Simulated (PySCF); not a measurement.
**Assigning NMR signals**

Atoms are numbered as in `[OH:1][c:2]1[cH:3][cH:4][cH:5][c:6]([Cl:7])[cH:8]1`. Each H is labelled by its parent atom.

All values are calculated (PySCF 2.14.0 with density-fitted response routines): shielding tensors at PBE0/pcSseg-1 (GIAO), GFN2-xTB geometry. No solvent, non-relativistic Hamiltonian, single conformer.

Scale: ¹³C, ¹H vs TMS (reference shieldings calculated alike).

(1) Assign these signals to the numbered atoms. ¹³C{¹H} NMR (computed): δ 164.2, 146.2, 136.4, 125.8, 118.8, 117.9.

(2) Assign these signals to the numbered atoms. ¹H NMR (600 MHz, computed): δ 7.51 (m, 1H), 7.08 (d, 1H), 7.00 (d, 1H), 6.71 (s, 1H), 4.35 (br s, 1H).

## Answers

(1) 
| δ (ppm) | atoms | environment | reason |
| --- | --- | --- | --- |
| 164.2 | C2 | aromatic carbon bearing oxygen | σ withdrawal by the attached heteroatom moves it downfield of the ring CH carbons |
| 146.2 | C6 | aromatic carbon bearing chlorine | – |
| 136.4 | C4 | aromatic CH | the aromatic region |
| 125.8 | C5 | aromatic CH | – |
| 118.8 | C8 | aromatic CH | it is ortho or para to a lone-pair donor and shielded by resonance |
| 117.9 | C3 | aromatic CH | – |

C8 and C3 lie closer than the usual error of such a calculation, so a measured spectrum could show them in the other order.

(2) 
| δ (ppm) | atoms | environment | reason |
| --- | --- | --- | --- |
| 7.51 | H(C4) | hydrogen on an aromatic CH | aromatic region |
| 7.08 | H(C5) | hydrogen on an aromatic CH | – |
| 7.00 | H(C3) | hydrogen on an aromatic CH | – |
| 6.71 | H(C8) | hydrogen on an aromatic CH | – |
| 4.35 | H(O1) | hydrogen on a phenol-type oxygen | exchangeable; this is the value without hydrogen bonding to other molecules |

H(C5) and H(C3) lie closer than the usual error of such a calculation, so a measured spectrum could show them in the other order.

The OH or NH signal is concentration- and solvent-dependent in practice; the value given is the gas-phase one. Carbons that carry Cl, above all several Cl atoms, come out too deshielded, partly because spin–orbit coupling is missing. Shifts are as computed. Against solution values, carbons near 30 ppm lie about +3 ppm off and those near 130 ppm about +5 ppm; carbons on Cl a further +6 ppm. Of 1211 compounds with measured shifts, 218 miss one by over three times the rms of a fit or turn the order of signals round; such compounds aren't used in these exercises. No couplings were computed; multiplicities are counted from neighbouring protons, with m where these are inequivalent, close in shift, in a saturated or five-membered ring or joined by F or P, and br s for small geminal =CH2 splittings.
